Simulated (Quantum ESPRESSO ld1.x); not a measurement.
Os LXXI, 6 electrons, occupied as [He] 2s2 2p2. Calculated with ld1.x of Quantum ESPRESSO 7.5: scalar-relativistic Kohn-Sham, relativistic LDA (MacDonald-Vosko exchange, VWN5 correlation), spin-unpolarised, spherical densities, point nucleus.

Unscreened Slater integrals over Kohn-Sham orbitals (hartree).

integral,value
"F0(2p,2p)",14.101
"F2(2p,2p)",6.6967
"F0(2p,2s)",13.082
"G1(2p,2s)",7.4443
"F0(2p,1s)",19.147
"G1(2p,1s)",3.7949
"F0(2s,2s)",12.452
"F0(2s,1s)",17.656
"G0(2s,1s)",1.8715
"F0(1s,1s)",53.550

Derived for the open shells (J is the average intra-shell exchange parameter used in DFT+U). 2p: J = F2/5 = 1.339 hartree.
